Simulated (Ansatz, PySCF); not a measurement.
C5H7F, SMILES C[C@H]1CC=C1F. Atoms are numbered in the order given.

```xyz
13

C     -1.9172    -0.2396     0.1696
C     -0.4571    -0.3796     0.5783
C      0.4007    -1.4848    -0.1498
C      1.2873    -0.3570    -0.6664
C      0.5412     0.5618    -0.0427
F      0.5951     1.8862     0.0413
H     -2.3514     0.6896     0.5720
H     -2.0161    -0.2114    -0.9278
H     -2.5159    -1.0835     0.5481
H     -0.3675    -0.4409     1.6776
H     -0.1617    -2.0372    -0.9207
H      0.8861    -2.2058     0.5286
H      2.1812    -0.3290    -1.2896
```
Charge 0, spin multiplicity 1.

Geometry: B3LYP-D3(BJ)/def2-SVP. The structure was generated by enumeration; whether it is a known compound was not checked.

Two levels are set side by side: PBE-D3(BJ)/def2-SVP (Ansatz, a first-principles code) and B3LYP-D3(BJ)/def2-SVP (Ansatz). Each level has its own optimised geometry; the coordinates shown are those of the second. Frequencies come from the Hessian of PySCF at each geometry. Differences are taken from unrounded values.

| quantity | B3LYP-D3(BJ) |
|---|---|
| mean bond length (Å) | 1.269 |
| bond C1–C2 (Å) | 1.523 |
| bond C2–C3 (Å) | 1.577 |
| bond C2–C5 (Å) | 1.506 |
| bond C3–C4 (Å) | 1.525 |
| bond C4–C5 (Å) | 1.338 |
| bond C5–F6 (Å) | 1.328 |
| bond C1–H7 (Å) | 1.102 |
| bond C1–H8 (Å) | 1.102 |
| bond C1–H9 (Å) | 1.102 |
| bond C2–H10 (Å) | 1.105 |
| bond C3–H11 (Å) | 1.103 |
| bond C3–H12 (Å) | 1.103 |
| bond C4–H13 (Å) | 1.090 |
| highest harmonic wavenumber (cm⁻¹) | 3231 |
| mean harmonic wavenumber (cm⁻¹) | 1424 |
| zero-point energy (kcal/mol) | 67.18 |

Task: What does PBE-D3(BJ) give, and how far is it from B3LYP-D3(BJ)? (Estimate from the structure and the level; the computed values follow.)

Result: 
```json
[
 {"quantity": "mean bond length (Å)", "PBE-D3(BJ)": "1.275", "PBE-D3(BJ) minus B3LYP-D3(BJ)": "0.006"},
 {"quantity": "bond C1–C2 (Å)", "PBE-D3(BJ)": "1.525", "PBE-D3(BJ) minus B3LYP-D3(BJ)": "0.002"},
 {"quantity": "bond C2–C3 (Å)", "PBE-D3(BJ)": "1.578", "PBE-D3(BJ) minus B3LYP-D3(BJ)": "0.001"},
 {"quantity": "bond C2–C5 (Å)", "PBE-D3(BJ)": "1.509", "PBE-D3(BJ) minus B3LYP-D3(BJ)": "0.003"},
 {"quantity": "bond C3–C4 (Å)", "PBE-D3(BJ)": "1.524", "PBE-D3(BJ) minus B3LYP-D3(BJ)": "-0.001"},
 {"quantity": "bond C4–C5 (Å)", "PBE-D3(BJ)": "1.349", "PBE-D3(BJ) minus B3LYP-D3(BJ)": "0.011"},
 {"quantity": "bond C5–F6 (Å)", "PBE-D3(BJ)": "1.335", "PBE-D3(BJ) minus B3LYP-D3(BJ)": "0.007"},
 {"quantity": "bond C1–H7 (Å)", "PBE-D3(BJ)": "1.109", "PBE-D3(BJ) minus B3LYP-D3(BJ)": "0.007"},
 {"quantity": "bond C1–H8 (Å)", "PBE-D3(BJ)": "1.110", "PBE-D3(BJ) minus B3LYP-D3(BJ)": "0.007"},
 {"quantity": "bond C1–H9 (Å)", "PBE-D3(BJ)": "1.109", "PBE-D3(BJ) minus B3LYP-D3(BJ)": "0.007"},
 {"quantity": "bond C2–H10 (Å)", "PBE-D3(BJ)": "1.113", "PBE-D3(BJ) minus B3LYP-D3(BJ)": "0.008"},
 {"quantity": "bond C3–H11 (Å)", "PBE-D3(BJ)": "1.111", "PBE-D3(BJ) minus B3LYP-D3(BJ)": "0.008"},
 {"quantity": "bond C3–H12 (Å)", "PBE-D3(BJ)": "1.111", "PBE-D3(BJ) minus B3LYP-D3(BJ)": "0.008"},
 {"quantity": "bond C4–H13 (Å)", "PBE-D3(BJ)": "1.098", "PBE-D3(BJ) minus B3LYP-D3(BJ)": "0.008"},
 {"quantity": "highest harmonic wavenumber (cm⁻¹)", "PBE-D3(BJ)": "3166", "PBE-D3(BJ) minus B3LYP-D3(BJ)": "-65"},
 {"quantity": "mean harmonic wavenumber (cm⁻¹)", "PBE-D3(BJ)": "1387", "PBE-D3(BJ) minus B3LYP-D3(BJ)": "-37"},
 {"quantity": "zero-point energy (kcal/mol)", "PBE-D3(BJ)": "65.42", "PBE-D3(BJ) minus B3LYP-D3(BJ)": "-1.76"}
]
```

Exact exchange shortens and stiffens bonds; PBE has none. Differences between two approximate levels are no errors against the true value.
